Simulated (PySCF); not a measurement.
Computed shifts of a molecule C₆H₆O, PBE/pcSseg-1 (PySCF), GIAO, gas phase, equivalent atoms averaged, in ppm (number of nuclei): ¹³C: 153.3 (1), 101.8 (1), 88.8 (1), 78.6 (1), 77.6 (1), 46.2 (1). ¹H: 6.43 (1), 5.54 (1), 5.06 (1), 3.49 (1), 3.15 (1), 2.47 (1). References: ¹³C against TMS (σ = 182.0 ppm); ¹⁷O against H2O (σ = 334.3 ppm); ¹H against TMS (σ = 31.49 ppm), references at their B3LYP-D3(BJ)/def2-TZVP geometries, non-relativistic. Geometry optimised at B3LYP-D3(BJ)/def2-SVP. The values are those of a single conformer.

Pick the molecule that these values belong to.
(A) C#CC(=C)CC=O
(B) C=C=C[C@@H]1C=CO1
(C) C#C[C@@H]1CC=CO1
(D) C#CC(=C=C)OC

C, C#C[C@@H]1CC=CO1
